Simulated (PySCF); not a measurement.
Screening by computed properties: pick the candidate that meets the target.

Species are written as SMILES; each is one conformer at its optimised geometry, gas phase, non-relativistic unless stated; the electronic structure was computed with PySCF and density fitting.

The conformers computed, where there is a choice (atom-mapped SMILES and torsion angles):
- `[CH3:1][C@H:2]([SiH2:3][NH:4][SiH3:5])[SiH:6]([CH3:7])[CH3:8]`: C1–C2–Si3–N4 -174°, C2–Si3–N4–Si5 136°, C1–C2–Si6–C7 78°
- `[H]/[N:7]=[CH:6]/[CH:5]=[CH:4]/[CH2:3][O:2][CH3:1]`: C1–O2–C3–C4 -78°, O2–C3–C4–C5 -14°, C4–C5–C6–N7 -179°
- `[CH3:1][CH2:2]/[C:3](=[C:4](/[CH3:5])[C:6](=[O:7])[F:8])[C:9]([F:10])([F:11])[F:12]`: C1–C2–C3–C4 -92°, C3–C4–C6–O7 16°, C2–C3–C9–F10 5°
- `[CH3:1][C:2]([CH3:3])([CH3:4])[SiH2:5][N:6]([SiH3:7])[SiH3:8]`: C1–C2–Si5–N6 62°, C2–Si5–N6–Si7 86°
- `[CH3:1][C@@H:2]([CH2:3][NH2:4])[S@@+:5]([CH3:6])[CH2:7][F:8]`: C1–C2–C3–N4 153°, C1–C2–S5–C6 -58°, C2–S5–C7–F8 -179°, H–N4–C3–C2 -158°, H–N4–C3–C2 80°

(1) Wanted: dipole moment between 2.7 D and 4 D (PBE0/pcSseg-1) and HOMO energy above -7.4 eV (PBE0/pcSseg-1), at GFN2-xTB geometries. Which candidate meets both?
A. `O=S1(=O)C=Cc2ccccc21`
B. `C[C@H]([SiH2]N[SiH3])[SiH](C)C`
C. `CC/C(=C(/C)C(=O)F)C(F)(F)F`
D. `C1CC(F)=C[C@@H](F)C=1`
E. `[H]/N=C/C=C/COC`

(2) Wanted: smallest rotational constant above 0.8 GHz (GFN2-xTB) and HOMO–LUMO gap below 7.3 eV (PBE0/pcSseg-1), at GFN2-xTB geometries. Which candidate meets both?
A. `C[C@@H](CN)[S@@+](C)CF`
B. `C[C@H]([SiH2]N[SiH3])[SiH](C)C`
C. `[H]/N=C/C=C/COC`
D. `CC(C)(C)[SiH2]N([SiH3])[SiH3]`

Answers

(1) E. Computed values:
```csv
species,dipole moment,HOMO energy
CC/C(=C(/C)C(=O)F)C(F)(F)F,0.84 D,-8.39 eV
C[C@H]([SiH2]N[SiH3])[SiH](C)C,1.04 D,-7.12 eV
C1CC(F)=C[C@@H](F)C=1,2.47 D,-7.58 eV
[H]/N=C/C=C/COC,2.94 D,-7.35 eV
O=S1(=O)C=Cc2ccccc21,5.34 D,-7.47 eV
```

(2) C. Computed values:
```
                       species  smallest rotational constant  HOMO–LUMO gap
C[C@H]([SiH2]N[SiH3])[SiH](C)C                     0.530 GHz        7.42 eV
 CC(C)(C)[SiH2]N([SiH3])[SiH3]                     0.663 GHz        7.13 eV
        C[C@@H](CN)[S@@+](C)CF                     0.976 GHz        7.58 eV
               [H]/N=C/C=C/COC                     1.099 GHz        6.29 eV
```
